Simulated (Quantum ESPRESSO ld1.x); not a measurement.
These are the eigenvalues of the occupied orbitals of an atom or ion with whole-number occupations (Ry). All-electron calculation, Dirac Kohn-Sham, PW91, spin-unpolarised, spherical densities, point nucleus. Program: ld1.x of Quantum ESPRESSO 7.5.

| orbital | eigenvalue |
|---|---|
| 1s1/2 | -5260.86 |
| 2s1/2 | -911.993 |
| 2p1/2 | -872.607 |
| 2p3/2 | -766.750 |
| 3s1/2 | -211.605 |
| 3p1/2 | -194.042 |
| 3p3/2 | -171.054 |
| 3d3/2 | -141.589 |
| 3d5/2 | -136.600 |
| 4s1/2 | -44.6491 |
| 4p1/2 | -37.3252 |
| 4p3/2 | -31.9602 |
| 4d3/2 | -19.9454 |
| 4d5/2 | -18.9544 |
| 5s1/2 | -6.88715 |
| 5p1/2 | -4.67667 |
| 5p3/2 | -3.87065 |
| 4f5/2 | -3.83445 |
| 4f7/2 | -3.64981 |
| 5d3/2 | -1.05789 |
| 5d5/2 | -0.98905 |
| 6p1/2 | -0.60320 |

Which element is it, and in what charge state? The configuration may be excited. Open shells, if any, fill j = l - 1/2 first.

Answer. Z = 75, rhenium, charge +1: Re+ in [Xe] 4f14 5d5 6p1. The list shows which subshells hold electrons but not how many an open one holds; the 1s level, -2630.4 hartree, gives Z - s = 72.5 by -(Z - s)^2/2, which with screening and relativity narrows Z to a few neighbours, and the depths of the outer levels then fix element, charge and occupations together.
